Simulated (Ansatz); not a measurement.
The same path of ClFGeH2 + H2 (7 atoms, charge 0, multiplicity 1) was run twice with different band settings. Lost on the way: Ge1–Cl2, H6–H7. Made: Ge1–H6, Cl2–H7.

Level of theory: Ansatz 0.2.0, RHF/def2-SVP.

Relaxed end points:

```xyz
7
Properties=species:S:1:pos:R:3
Ge 0.559 -0.061 -0.050
Cl 0.750 0.008 2.086
H 1.934 0.072 -0.678
F -0.346 1.324 -0.510
H -0.251 -1.283 -0.442
H -3.114 0.169 1.035
H -2.845 -0.111 1.674
```

```xyz
7
Properties=species:S:1:pos:R:3
Ge -0.214 0.260 -0.541
Cl -0.558 -0.930 3.001
H 0.982 0.869 0.184
F -0.138 0.849 -2.170
H -0.143 -1.261 -0.639
H -1.548 0.749 0.016
H -1.693 -0.419 3.265
```

Common settings: climbing image yes; spring 5.0 eV/Å²; optimiser quadratic models (default); start path through a guess of the saddle point; force threshold 0.05 eV/Å; iteration limit 60; end points relaxed.

| run | movable images |
| --- | --- |
| 1 | 9 |
| 2 | 3 |

Question: What does each run give, and how far can it be trusted?

Answer: Run 1: converged after 20 iterations, highest image 2.569 eV above the first end. A structure lower than the first end lies on the path between it and the top, so the climb from that side starts below the end, which may itself be a saddle point or a shallow side well. Neighbouring images differ by up to 1.4 eV, so the band resolves the path poorly. A vibrational analysis at the climbing image gives one clearly imaginary mode, 1059i cm⁻¹: a first-order saddle point.
Run 2: converged after 24 iterations, highest image 2.569 eV above the first end. Neighbouring images differ by up to 2.4 eV, so the band resolves the path poorly. Another band between the same ends (9 images) ends at a top of the same energy, where a vibrational analysis finds 1 clearly imaginary mode. So few images can step over the top or miss a turn of the path.
The orbitals stay closed-shell, which can raise the energy where a bond breaks towards radicals; this wasn't checked here.
